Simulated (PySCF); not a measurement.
Working out the ionisation energy of Ge+

Ge+ [Ar] 3d10 4s2 4p1 (2P) → Ge(2+) [Ar] 3d10 4s2 (1S). Computed with PySCF 2.14 in aug-cc-pVQZ-PP with ECP10MDF, with scalar relativity through the core potential. Frozen: 3s2 3p6 3d10. Energies in hartree (1 hartree = 27.21139 eV):

```tsv
part	Ge+ (lower)	Ge(2+) (upper)
UHF	-293.081882	-292.521279
MP2 opposite-spin	-0.037244	-0.030143
MP2 same-spin	-0.002667	0.000000
```

Problem. What does Hartree-Fock give?

Solution. (-292.521279) − (-293.081882) = 0.560603 hartree = 15.255 eV.

Problem. What do MP2 and SCS-MP2 (6/5 opposite-spin, 1/3 same-spin) give?

Solution. The opposite-spin parts differ by 0.193 eV and the same-spin parts by 0.073 eV. MP2: 15.255 + (0.193) + (0.073) = 15.521 eV. SCS-MP2: 15.255 + 1.2 × (0.193) + (0.073)/3 = 15.511 eV.

Measured between the centres of the two terms (NIST): 15.789 eV, so MP2 (valence) is off by -0.268 eV.

What remains against the reference includes basis incompleteness, the frozen core and correlation beyond second order.
